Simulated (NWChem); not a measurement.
Molecule: AlPH4; SMILES [AlH2][PH2]

```xyz
6

Al     0.1028     1.2817    -0.0281
H     -1.2023     1.9760     0.5569
H      1.3179     2.1457    -0.5804
P      0.1528    -1.0329    -0.2603
H     -0.4106    -1.3055     1.0232
H      1.5128    -1.1763     0.1511
```
Atoms are numbered in this order, from 1.

Computed with NWChem. Pople sets run with spherical d functions. The geometry was optimised at PBE0/def2-SVP. Level: PBE0/6-31+G*; rows give the wavelength of the field.

```
field    isotropic polarisability (bohr³)  anisotropy (bohr³)
-------  --------------------------------  ------------------
static                               52.9                30.4
1065 nm                              53.8                31.5
589 nm                               56.1                34.4
```
